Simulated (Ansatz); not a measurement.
`CO[SiH](C)F` → `COC` + `F[SiH]` at 400 K and 1 bar (silylene formation by 1,1-elimination).

Calculated with Ansatz (gas phase, PBE0-D4/def2-TZVP geometries, no zero-point term in ΔE). CCSD(T)/CBS adds triple-zeta CCSD(T) − MP2 to the extrapolated MP2 energy (def2 sets, frozen cores). This one scheme is used for every species. Each species was taken in one conformer, which may not be the lowest.

```json
{"species": "`CO[SiH](C)F`", "CCSD(T)/CBS energy (Eh)": "-544.48370", "H − E (kJ/mol)": "274.3", "S (J/(mol·K))": "392.7"}
{"species": "`COC`", "CCSD(T)/CBS energy (Eh)": "-154.86276", "H − E (kJ/mol)": "230.4", "S (J/(mol·K))": "284.5"}
{"species": "`F[SiH]`", "CCSD(T)/CBS energy (Eh)": "-389.46371", "H − E (kJ/mol)": "36.4", "S (J/(mol·K))": "250.8"}
```

H − E and S are ideal-gas, rigid-rotor, harmonic terms from PBE0-D4/def2-TZVP, for one conformer and one mirror image of each species. 1 Eh = 2625.50 kJ/mol, R = 8.31446 J/(mol·K).

Q: By hand: ΔE, ΔH, ΔS and ΔG.

A: ΔE = (-154.86276) + (-389.46371) − (-544.48370) = 0.15723 Eh = 412.8 kJ/mol. Δ(H − E) = 230.4 + 36.4 − 274.3 = -7.5, so ΔH = 405.3 kJ/mol. ΔS = 284.5 + 250.8 − 392.7 = 142.6 J/(mol·K). ΔG = 405.3 − 400 × (142.6)/1000 = 348.3 kJ/mol.

Q: By hand: the equilibrium constant, and the temperature at which ΔG would vanish if ΔH and ΔS stayed fixed.

A: log₁₀ K = −ΔG/(RT ln 10) = -45.5. ΔG = 0 at ΔH/ΔS = 2842 K, far beyond where these terms or the molecules hold.

The number of gas molecules changes by +1, which sets the sign of ΔS. A doubt of 5 kJ/mol in ΔE shifts log₁₀ K by 0.7 here. Other conformers and mirror images would add mixing entropy, several J/(mol·K) or more a flexible species. These are equilibria of isolated gas molecules and say nothing of rates. Largest T1 diagnostic: 0.015 (customary marks: 0.02 for closed shells, 0.045 for open ones).
